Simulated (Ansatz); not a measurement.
Br$_{3}$Ga, singlet, geometry from GFN2-xTB (such geometries of metal compounds can be far from the true shape). Base run: Ansatz (a program for electronic structure) with PBE0/cc-pVDZ.

The Ansatz input:
Ansatz 0.2 input:
```yaml
crystal:
  periodic: [false, false, false]
  atoms:
    - {symbol: Ga, position_ang: [0.00000000, -0.00000000, 0.00000000]}
    - {symbol: Br, position_ang: [2.17032508, -0.33225835, -0.66424648]}
    - {symbol: Br, position_ang: [-0.77422939, -0.98270758, 1.92270243]}
    - {symbol: Br, position_ang: [-1.39609569, 1.31496593, -1.25845594]}
basis:
  gaussian:
    orbitals: cc-pVDZ
hamiltonian:
  xc: pbe0
```

Each row names what was changed in the base input (with any setting that the change needs).

| change | basis functions | E (Eh) |
|---|---|---|
| base | 108 | -9646.23652 |
| basis = jorge-DZP-DKH; relativity = spin-free X2C; nucleus = Gaussian | 172 | -9761.10579 |
| basis = Sapporo-DKH3-DZP-2012; relativity = spin-free X2C; nucleus = Gaussian | 172 | -9761.47612 |
| basis = jorge-DZP-DKH; relativity = spin-free X2C | 172 | -9761.17137 |
| basis = x2c-SVPall; relativity = spin-free X2C | 128 | -9760.02154 |
| basis = x2c-SVPall; relativity = none | 128 | -9595.05969 |
| basis = x2c-SVPall; relativity = spin-free X2C; nucleus = Gaussian | 128 | -9759.96466 |
| basis = Sapporo-DKH3-DZP-2012; relativity = none | 172 | -9574.06908 |
| basis = Sapporo-DKH3-DZP-2012; relativity = spin-free X2C | 172 | -9761.54534 |
| basis = jorge-DZP-DKH; relativity = none | 172 | -9618.80758 |

Total energies compare only within one method and basis.

Ansatz warned in this series: the basis is contracted for relativity, which the run leaves out.

Basis sets contracted for a relativistic Hamiltonian are a mismatch without it, so the rows without relativity aren't non-relativistic limits. No row has spin-orbit coupling; sets with core potentials leave out the core electrons.
